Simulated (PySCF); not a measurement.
Sn(Cl)(Me)2(OH) (C2H7ClOSn), SMILES [Sn]([CH3])([Cl])([OH])[CH3].

Geometry: PBE-D3(BJ)/def2-SVP. The def2 effective core potentials stand for the cores of Sn; spin–orbit coupling is left out. The values are those of a single conformer.

These are PBE-D3(BJ)/def2-SVP run with PySCF values and carry that method's errors.

Frequencies are harmonic and unscaled.

Q: Give all harmonic wavenumbers and intensities. (An estimate is asked for; the answer gives what the named calculation found.)

A: 
| mode | ν (cm⁻¹) | IR (km/mol) | Raman (Å⁴/amu) | depolarisation | moving atoms (share of kinetic energy) |
|---|---|---|---|---|---|
| 1 | 28 | 0.0 | 0.0 | – | H 99 % |
| 2 | 52 | 0.4 | 0.0 | – | H 99 % |
| 3 | 108 | 4.4 | 4.4 | 0.74 | C 45 %, H 29 %, Cl 12 %, O 11 % |
| 4 | 114 | 1.7 | 4.4 | 0.75 | C 41 %, Cl 29 %, H 20 % |
| 5 | 128 | 4.1 | 2.4 | 0.72 | C 34 %, H 24 %, Sn 22 %, Cl 14 % |
| 6 | 138 | 5.1 | 2.5 | 0.71 | H 35 %, O 25 %, C 23 %, Sn 13 % |
| 7 | 159 | 15.9 | 3.5 | 0.73 | O 50 %, C 18 %, H 15 %, Sn 15 % |
| 8 | 212 | 92.5 | 0.6 | 0.64 | H 68 %, O 26 % |
| 9 | 347 | 42.8 | 10.5 | 0.13 | Cl 78 %, Sn 21 % |
| 10 | 491 | 10.4 | 48.4 | 0.11 | C 75 %, H 18 % |
| 11 | 528 | 26.5 | 9.8 | 0.64 | C 66 %, H 18 %, Sn 16 % |
| 12 | 590 | 64.9 | 9.6 | 0.22 | O 85 %, Sn 13 % |
| 13 | 699 | 19.8 | 1.0 | 0.74 | H 85 %, C 14 % |
| 14 | 709 | 2.7 | 1.2 | 0.71 | H 84 %, C 15 % |
| 15 | 750 | 45.5 | 1.0 | 0.60 | H 81 %, C 17 % |
| 16 | 761 | 49.5 | 1.8 | 0.75 | H 81 %, C 18 % |
| 17 | 836 | 91.8 | 2.2 | 0.70 | H 91 % |
| 18 | 1149 | 1.4 | 3.2 | 0.39 | H 81 %, C 19 % |
| 19 | 1155 | 1.1 | 10.6 | 0.15 | H 83 %, C 17 % |
| 20 | 1375 | 3.1 | 9.5 | 0.75 | H 95 % |
| 21 | 1377 | 3.1 | 10.1 | 0.75 | H 95 % |
| 22 | 1379 | 2.4 | 10.0 | 0.75 | H 95 % |
| 23 | 1384 | 2.9 | 10.2 | 0.75 | H 95 % |
| 24 | 2993 | 1.7 | 132.1 | 0.00 | H 98 % |
| 25 | 2998 | 1.3 | 152.0 | 0.00 | H 98 % |
| 26 | 3113 | 0.6 | 90.4 | 0.75 | H 90 %, C 10 % |
| 27 | 3117 | 0.2 | 90.8 | 0.75 | H 90 %, C 10 % |
| 28 | 3120 | 0.6 | 83.9 | 0.75 | H 90 %, C 10 % |
| 29 | 3124 | 0.0 | 77.5 | 0.75 | H 90 %, C 10 % |
| 30 | 3718 | 46.0 | 118.6 | 0.27 | H 94 % |
